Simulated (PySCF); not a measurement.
# Simulated absorption spectrum

Compound: C3H7FSi.
Bonds: F1–C2, C2–C3, C3–Si4, Si4–C5, C2–C5. Hydrogens: H6 on C2; H7, H8 on C3; H9, H10 on Si4; H11, H12 on C5.

Computed with PySCF, TDDFT CAM-B3LYP/def2-SVPD, vertical, gas phase, core orbitals frozen in the response. One conformer (not necessarily the lowest) at the PBE0-D3(BJ)/def2-SVP geometry, without solvent, vibrations or thermal averaging.

Broadening: Gaussians 0.4 eV wide at half height, area fixed by f = 4.319×10⁻⁹ ∫ε dν̃. The width is an assumption, not a result. The curve ends short of the highest state used, and states not computed would add to its high-energy end.

| E (eV) | ε (L mol⁻¹ cm⁻¹) |
| --- | --- |
| 7.14 | 3 |
| 7.17 | 5 |
| 7.21 | 12 |
| 7.25 | 25 |
| 7.28 | 42 |
| 7.32 | 81 |
| 7.35 | 129 |
| 7.39 | 230 |
| 7.43 | 393 |
| 7.46 | 571 |
| 7.50 | 909 |
| 7.53 | 1254 |
| 7.57 | 1861 |
| 7.61 | 2653 |
| 7.64 | 3370 |
| 7.68 | 4471 |
| 7.71 | 5375 |
| 7.75 | 6615 |
| 7.79 | 7784 |
| 7.82 | 8536 |
| 7.86 | 9267 |
| 7.89 | 9557 |
| 7.93 | 9561 |
| 7.97 | 9139 |
| 8.00 | 8589 |
| 8.04 | 7649 |
| 8.07 | 6876 |
| 8.11 | 5884 |
| 8.15 | 5061 |
| 8.18 | 4611 |
| 8.22 | 4273 |
| 8.25 | 4213 |
| 8.29 | 4361 |
| 8.33 | 4712 |
| 8.36 | 5067 |
| 8.40 | 5616 |

Task: Where are the band maxima, and which computed states make them?

Result: 157 nm (7.91 eV), ε about 9600, made up of S2 (86%) (ε in L mol⁻¹ cm⁻¹; maxima over ε = 5, shares over 10%). At its high-energy end, 8.40 eV, the curve is still rising (ε about 5600, from S7 and S8). The states used: S1 7.74 eV (f 0.019); S2 7.92 eV (f 0.122); S3 8.01 eV (f 0.0086); S4 8.18 eV (f 0.0037); S5 8.27 eV (f 0.0030); S6 8.42 eV (f 0.0057); S7 8.43 eV (f 0.048); S8 8.66 eV (f 0.066); S9 8.85 eV (f 0.100); S10 9.00 eV (f 0.062).

Task: Coming from long wavelengths, where does ε first pass 100 L mol⁻¹ cm⁻¹?

Result: At about 169 nm (7.33 eV), 0.40 eV below S1.

Task: What would ε be at 7.91 eV, the highest of these maxima, with half the width (0.2 eV)?

Result: About 17400 L mol⁻¹ cm⁻¹ against 9610, a factor of about 1.8; a lone state at its own centre would give exactly 2.

All these states lie below the vertical ionisation energy of 10.74 eV (ΔSCF).
